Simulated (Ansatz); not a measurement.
```yaml
crystal:
  periodic: [false, false, false]
  atoms:
    - {symbol: Ge, position_ang: [-0.568749, 0.625859, -0.492719]}
    - {symbol: C, position_ang: [0.499424, -0.563269, 0.646663]}
    - {symbol: Br, position_ang: [1.687275, -1.657766, -0.430982]}
    - {symbol: H, position_ang: [-1.405459, -0.224764, -1.456328]}
    - {symbol: H, position_ang: [0.374711, 1.547250, -1.275786]}
    - {symbol: H, position_ang: [-1.495864, 1.465840, 0.405725]}
    - {symbol: H, position_ang: [1.129058, -0.002446, 1.334227]}
    - {symbol: H, position_ang: [-0.128196, -1.247805, 1.213401]}
basis:
  gaussian: {orbitals: ANO-RCC-VTZP}
magnetization: {spin_polarized: true, initial_magnetization: 1}
hamiltonian: {xc: {name: PBE0}, dispersion: d3bj}
output: {forces: true}
```

```sh
$ ansatz run in.yaml --threads 4 --pin off --events-out ev --progress --plain --max-ram 10444MiB
```

It prints (some lines left out):

```
Error: a molecule whose nuclei and cores have a total charge of 78 cannot have a net charge of 0 together with 1 unpaired electrons
```

Task: What is wrong with this run?

Result: The number of unpaired electrons doesn't fit the electron count. The program refused the input.
